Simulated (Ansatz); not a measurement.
`CC(C)[NH][Ga]([Cl])[Cl]` and `C[NH][Ga]([Cl])[Cl]` differ in one atom or group.

Ansatz, PBE0-D4/def2-TZVP geometries, multiplicity 1. Each molecule was computed in one conformer, which needn't be the lowest.

Scalar relativity is left out up to krypton.

```csv
property,`CC(C)[NH][Ga]([Cl])[Cl]`
HOMO–LUMO gap (B3LYP/def2-TZVPP) / eV,5.83
HOMO–LUMO gap (PBE0/def2-TZVPP) / eV,6.37
size of the dipole moment (ωB97M-V/def2-TZVPP) / D,2.74
zero-point energy (PBE0-D4/def2-TZVP) / kJ/mol,297.0
LUMO energy (PBE0/def2-TZVPP) / eV,-0.92
HOMO energy (PBE0/def2-TZVPP) / eV,-7.30
```

(1) Give the same properties after the change, and the shifts. (An estimate is asked.)

Results:

(1) Computed: 
```tsv
property	`C[NH][Ga]([Cl])[Cl]`	shift
HOMO–LUMO gap (B3LYP/def2-TZVPP) / eV	5.83	0.00
HOMO–LUMO gap (PBE0/def2-TZVPP) / eV	6.37	0.00
size of the dipole moment (ωB97M-V/def2-TZVPP) / D	2.64	-0.10
zero-point energy (PBE0-D4/def2-TZVP) / kJ/mol	149.3	-147.7
LUMO energy (PBE0/def2-TZVPP) / eV	-0.95	-0.03
HOMO energy (PBE0/def2-TZVPP) / eV	-7.32	-0.02
```

The zero-point energy changes by -147.7 kJ/mol with -18 modes. Dipoles are sizes alone; their direction can turn.

B3LYP here is the variant with VWN-RPA as its local correlation; programs differ in this.
